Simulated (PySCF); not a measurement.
## Identify the compound

Molecular formula: C7H7FO. Simulated spectra:

1H NMR (500 MHz, computed): δ 7.21 (d, J = 3.3 Hz, 1H), 7.05 (dd, J = 4.4, 3.3 Hz, 1H), 5.48 (dd, J = 10.4, 1.2 Hz, 1H), 3.58 (d, J = 1.4 Hz, 3H), 3.45 (dd, J = 13.3, 1.2 Hz, 1H).

13C{1H} NMR (computed): δ 173.1 (C, d, J = 441.2 Hz), 156.7 (CH), 145.9 (CH, d, J = 4.6 Hz), 115.9 (CH, d, J = 2.9 Hz), 94.8 (C, d, J = 18.8 Hz), 57.1 (CH3), 49.8 (CH, d, J = 22.7 Hz).

[PySCF 2.14: spin–spin couplings from B3LYP/pcJ-1 (spin–dipole term only in couplings to heteroatoms); geometry from PBE0-D3(BJ)/def2-SVP; NMR shieldings at PBE/pcSseg-1/GIAO; one averaged value for each set of equivalent atoms; one conformer; non-relativistic Hamiltonian; gas phase]

δ = σ(ref) − σ, references computed at the same level: 1H and 13C vs TMS.

Problem. Deduce the structure.

Solution. 
1. Rings plus π bonds: 4 (2 rings in the answer).
2. 7 carbon signals for 7 carbons: no two carbons are equivalent.
3. Carbon types of the structure: 2 × C, 4 × CH, 1 × CH3, which accounts for all hydrogens.
4. δC 173.1: fully substituted alkene carbon.
5. δC 156.7, 145.9, 115.9: alkene CH; as expected for a trigonal carbon in a double bond.
6. δC 94.8: allylic fully substituted sp3 carbon bonded to O; pulled downfield by the heteroatom.
7. δC 57.1: methyl carbon bonded to O; deshielded by the electronegative neighbour.
8. δC 49.8: allylic sp3 CH; a saturated carbon with 3 carbon neighbours and no heteroatom attached.
9. δH 7.21, 7.05, 5.48: hydrogen on an alkene CH; attached to an sp2 carbon and in the plane of the double bond.
10. δH 3.58: hydrogen on a methyl carbon bonded to O; its carbon carries O, hence the downfield position.
11. The protons at 7.21 and 7.05 share a coupling of 3.3 Hz (vicinal, cis across C=C).

These data were computed for `CO[C@@]12C=C[C@@H]1C=C2F`.

The shifts were computed for this structure.

C–F couplings over four or more bonds (about 3 Hz to the para carbon of a fluoroarene) are left out. Common functionals overestimate the size of one-bond C–F couplings by tens of Hz; these are unscaled. Multiplet labels drop couplings under 1 Hz and merge nearly equal ones. Unscaled 3J(H,H) at this level run about 10 % above measured values. Shifts are as computed. Against solution values, carbons near 30 ppm lie about +2 ppm off and those near 130 ppm about +2 ppm. Of 1211 compounds with measured shifts, 218 miss one by over three times the rms of a fit or turn the order of signals round; such compounds aren't used in these exercises.
